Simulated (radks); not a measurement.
Problem. The mean radii <r> (bohr) of the occupied orbitals of an atom or ion are listed with their occupations. Calculated with a radial shooting solver on a logarithmic mesh with Libxc functionals: Dirac Kohn-Sham, PBE, spin-unpolarised, spherical densities, point nucleus.

orbital  occ.      <r>
1s1/2       2  0.04029
2s1/2       2   0.1776
2p1/2       2   0.1523
2p3/2       4   0.1563
3s1/2       2   0.5104
3p1/2       2   0.5116
3p3/2       4   0.5221
3d3/2       4   0.5231
3d5/2       6   0.5269
4s1/2       2    1.456
4p1/2       2    1.701
4p3/2       4    1.740
5s1/2       1    5.247

Name the element and its charge. Open shells, if any, fill j = l - 1/2 first.

Solution. Z = 37, rubidium, charge 0: Rb in [Kr] 5s1. The 1s radius gives Z: for a bare nucleus <r> = (2 gamma + 1)/(2Z) with gamma = sqrt(1 - (Z/c)^2), 0.03954 bohr for Z = 37, and screening makes it slightly larger (0.04029 here). The occupations add up to 37, and the charge is Z minus that.
